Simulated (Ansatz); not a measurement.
Reaction (formal exchange of groups at the Si–N bond): `NC(S)N[SiH3]` + `[SiH3][O][SnH3]` → `[SiH3][SiH2][O][SnH3]` + `NC(N)S`

Isolated molecules relaxed with PBE0-D4/def2-TZVP in Ansatz; ΔE leaves out vibrations. CCSD(T)/CBS adds triple-zeta CCSD(T) − MP2 to the extrapolated MP2 energy (def2 sets, frozen cores). DFT in def2-TZVPP. B3LYP here is the variant with VWN-RPA as its local correlation; programs differ in this. Elements past krypton have def2 core potentials. For Sn outer-core shells are correlated without core-valence functions, which leaves a few kJ/mol of doubt a bond. One conformer a species, not always the lowest.

```tsv
level	ΔE (kJ/mol)	difference from CCSD(T)/CBS
PBE-D4	33.0	-19.3
B3LYP-D4	51.4	-0.9
ωB97X-V	50.2	-2.1
ωB97M-V	56.0	3.7
PBE	30.8	-21.5
r2SCAN	45.1	-7.2
MP2/def2-TZVPP	62.8	10.5
CCSD(T)/def2-TZVPP	52.8	0.5
HF/CBS(def2)	64.8	12.5
MP2/CBS(def2)	62.2	9.9
CCSD(T)/CBS	52.3	0
```

Largest T1 diagnostic among the species: 0.014.

The D4 term adds +3.4 kJ/mol with B3LYP and +1.9 kJ/mol with PBE0; it sums over pairs of atoms, weighted by their polarisabilities, and B3LYP, whose exchange is more repulsive, gets the larger term. From PBE to PBE0 (25 % exact exchange), in def2-TZVPP and without D4, ΔE moves by +6.1 kJ/mol.
